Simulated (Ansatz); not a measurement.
Molecular dynamics, step by step

AlSnH5 (SMILES [AlH2][SnH3]), closed shell, PBE0-D4/def2-SVPD (Ansatz 0.2.0). Settings (timestep in fs, temperature in K, friction in 1/fs; T counts 21 degrees of freedom, while the starting velocities carry no drift of the centre of mass, so T starts below the set value):

```yaml
hamiltonian: {xc: pbe0, dispersion: d4}
md: {n_steps: 30, timestep: 1.0, temperature: 500, ensemble: nvt_langevin, seed: 72, friction: 0.002, initial_velocities: maxwell_boltzmann}
```

Start (the SMILES describes the start alone):

| atom | x (Å) | y (Å) | z (Å) |
| --- | --- | --- | --- |
| Al1 | -0.4487 | -1.5306 | 0.1150 |
| Sn2 | 0.3413 | 0.9565 | 0.0513 |
| H3 | -0.1866 | -2.5051 | 1.2824 |
| H4 | -1.2313 | -2.0371 | -1.1168 |
| H5 | -0.1888 | 1.5903 | -1.4209 |
| H6 | -0.2472 | 2.1296 | 1.1006 |
| H7 | 1.9613 | 1.3962 | -0.0116 |

```csv
step,time (fs),potential energy less the start (meV),kinetic energy (meV),T (K)
0,0.00,0.0,387.8,429
2,2.00,81.9,334.1,369
4,4.00,131.8,293.2,324
6,6.00,140.8,280.7,310
8,8.00,182.5,229.3,253
10,10.00,193.2,187.0,207
12,12.00,134.2,243.3,269
14,14.00,51.7,313.5,346
16,16.00,-25.5,396.5,438
18,18.00,-55.0,397.5,439
20,20.00,-54.4,382.7,423
22,22.00,-45.0,380.4,420
24,24.00,10.5,331.4,366
26,26.00,81.2,258.6,286
28,28.00,121.0,217.0,240
30,30.00,132.6,231.5,256
```

Step 14, positions (Å) and forces (eV/Å):

```json
{"atom": "Al1", "x": "-0.496", "y": "-1.518", "z": "0.121", "Fx": "0.568", "Fy": "-0.444", "Fz": "1.288"}
{"atom": "Sn2", "x": "0.346", "y": "0.958", "z": "0.045", "Fx": "0.564", "Fy": "0.498", "Fz": "0.982"}
{"atom": "H3", "x": "-0.162", "y": "-2.574", "z": "1.347", "Fx": "-0.086", "Fy": "0.470", "Fz": "-0.571"}
{"atom": "H4", "x": "-1.493", "y": "-1.909", "z": "-0.974", "Fx": "-0.528", "Fy": "-0.285", "Fz": "-0.646"}
{"atom": "H5", "x": "-0.226", "y": "1.647", "z": "-1.375", "Fx": "-0.280", "Fy": "0.390", "Fz": "-0.379"}
{"atom": "H6", "x": "-0.042", "y": "1.903", "z": "1.472", "Fx": "-0.422", "Fy": "-0.249", "Fz": "-0.387"}
{"atom": "H7", "x": "1.990", "y": "1.441", "z": "0.169", "Fx": "0.184", "Fy": "-0.380", "Fz": "-0.287"}
```

Step 22, positions (Å) and forces (eV/Å):

| atom | x | y | z | Fx | Fy | Fz |
| --- | --- | --- | --- | --- | --- | --- |
| Al1 | -0.519 | -1.521 | 0.134 | -0.793 | 0.241 | -1.069 |
| Sn2 | 0.352 | 0.965 | 0.040 | -0.214 | -0.137 | -0.264 |
| H3 | -0.144 | -2.527 | 1.240 | 0.209 | -0.486 | 0.477 |
| H4 | -1.684 | -1.893 | -0.980 | 0.492 | 0.023 | 0.490 |
| H5 | -0.414 | 1.768 | -1.323 | 0.413 | -0.090 | 0.483 |
| H6 | -0.290 | 1.575 | 1.513 | 0.045 | 0.276 | -0.018 |
| H7 | 2.065 | 1.118 | 0.095 | -0.153 | 0.172 | -0.099 |

Step 26, positions (Å) and forces (eV/Å):

```csv
atom,x,y,z,Fx,Fy,Fz
Al1,-0.533,-1.521,0.137,-0.389,-0.608,-0.178
Sn2,0.356,0.969,0.037,-0.395,-0.228,0.295
H3,-0.104,-2.627,1.280,-0.129,0.460,-0.459
H4,-1.712,-1.893,-0.946,0.397,-0.011,0.433
H5,-0.449,1.842,-1.259,0.502,-0.149,0.441
H6,-0.424,1.464,1.567,0.586,0.155,-0.581
H7,2.109,0.971,0.036,-0.572,0.382,0.049
```

Last step (30):

| atom | x (Å) | y (Å) | z (Å) |
| --- | --- | --- | --- |
| Al1 | -0.5476 | -1.5253 | 0.1386 |
| Sn2 | 0.3606 | 0.9726 | 0.0345 |
| H3 | -0.0686 | -2.6612 | 1.2582 |
| H4 | -1.6929 | -1.8935 | -0.8474 |
| H5 | -0.4099 | 1.9157 | -1.1517 |
| H6 | -0.4701 | 1.3727 | 1.5518 |
| H7 | 2.0656 | 0.8783 | -0.0077 |

The run took about 64 s on 2 CPU threads of an Arm Neoverse V1 (shared host).
